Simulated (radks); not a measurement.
All-electron atom: Br3.2+ in [Ne] 3s(up 1, down 0.8) 3p6 3d10 4s2 4p2 (fractional occupations, a model configuration).

Method: non-relativistic Kohn-Sham, PBE, spin-polarised, spherical densities, point nucleus; open shells are filled with parallel spins first; computed with a radial shooting solver on a logarithmic mesh with Libxc functionals.

Energy parts (eV):
total: -69913.887
kinetic: 69875.396
electron-nucleus: -165803.074
Hartree: 28450.129
exchange-correlation: -2436.338

Orbitals (lengths in bohr, moments of r in powers of bohr):
| orbital | occ. | eigenvalue (eV) | <r^2> |
|---|---|---|---|
| 1s up | 1 | -13134.49 | 0.002556 |
| 1s down | 1 | -13134.14 | 0.002556 |
| 2s up | 1 | -1726.963 | 0.04416 |
| 2s down | 1 | -1726.728 | 0.04416 |
| 2p up | 3 | -1561.326 | 0.03412 |
| 2p down | 3 | -1561.014 | 0.03412 |
| 3s up | 1 | -274.0617 | 0.3619 |
| 3s down | 0.8 | -273.4372 | 0.3617 |
| 3p up | 3 | -216.0381 | 0.3760 |
| 3p down | 3 | -215.4002 | 0.3755 |
| 3d up | 5 | -112.5635 | 0.4181 |
| 3d down | 5 | -111.9151 | 0.4147 |
| 4s up | 1 | -57.5945 | 2.717 |
| 4s down | 1 | -55.0009 | 2.722 |
| 4p up | 2 | -43.8947 | 3.418 |
| 4p down | 0 | -41.2988 | 3.481 |

The highest occupied level is 4p up at -43.895 eV. The electron density at the nucleus is 2.957e+04 e/bohr^3. Virial ratio -V/T = 2.00055. Summed over all electrons, <r^2> = 19.64 bohr^2, which gives a Langevin (diamagnetic) susceptibility term of -15.6 x 10^-6 cm^3/mol. Spin moment in Bohr magnetons: 2.2. The spin density at the nucleus is 41.22 e/bohr^3 (1s 0.00, 2s 0.15, 3s 41.60, 4s -0.54), a Fermi contact field of 2.16e+03 T.
